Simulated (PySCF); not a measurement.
PySCF input file for AlClHI, SMILES [AlH]([I])[Cl], C-PCM-B3LYP/def2-SVP. The structure is a stationary point at B3LYP-D3(BJ)/def2-TZVP. The def2 effective core potentials stand for the cores of I; spin–orbit coupling is left out.

```python
import numpy as np
from pyscf import gto, scf, dft
from pyscf.solvent import pcm

mol = gto.M(
    atom='''
    Al    0.84684643   -1.10391938    0.00000000
    Cl   -0.46795277   -2.73388355    0.00000000
    H     2.38848485   -1.34456055    0.00000000
    I    -0.10268474    1.17304779    0.00000000
    ''',
    basis='def2-SVP',
    ecp={'I': 'def2-svp'},
    charge=0,
    spin=0,
    max_memory=1600,
    verbose=3,
)
mf = dft.RKS(mol, xc='b3lyp').density_fit(auxbasis='def2-universal-jkfit')
mf.grids.level = 3
mf.conv_tol = 1e-9
mf.max_cycle = 100
mf.kernel()
res = {}
for name, eps in {'water': 78.355, 'acetone': 20.493, 'benzene': 2.2706}.items():
    s = mf.PCM()
    s.with_solvent.method, s.with_solvent.eps, s.with_solvent.lebedev_order = 'C-PCM', eps, 29
    s.kernel(mf.make_rdm1())
    res[name] = (s.e_tot, eps, s.dip_moment(), s.mo_energy, s.converged)
    print(f'{name}: electrostatic solvation free energy {(s.e_tot - mf.e_tot) * 627.509474:.3f} kcal/mol')
```

Output:

```
converged SCF energy = -1000.95989502803

WARN: PCM is an experimental feature. It is still in testing.
Features and APIs may be changed in the future.

converged SCF energy = -1000.96746600335
Dipole moment(X, Y, Z, Debye):  1.29345, -0.15418, -0.00000
water: electrostatic solvation free energy -4.751 kcal/mol

WARN: PCM is an experimental feature. It is still in testing.
Features and APIs may be changed in the future.

converged SCF energy = -1000.96714955695
Dipole moment(X, Y, Z, Debye):  1.27278, -0.14359, -0.00000
acetone: electrostatic solvation free energy -4.552 kcal/mol

WARN: PCM is an experimental feature. It is still in testing.
Features and APIs may be changed in the future.

converged SCF energy = -1000.96392720203
Dipole moment(X, Y, Z, Debye):  1.07538, -0.04923, -0.00000
benzene: electrostatic solvation free energy -2.530 kcal/mol
```

Self-consistency was reached.
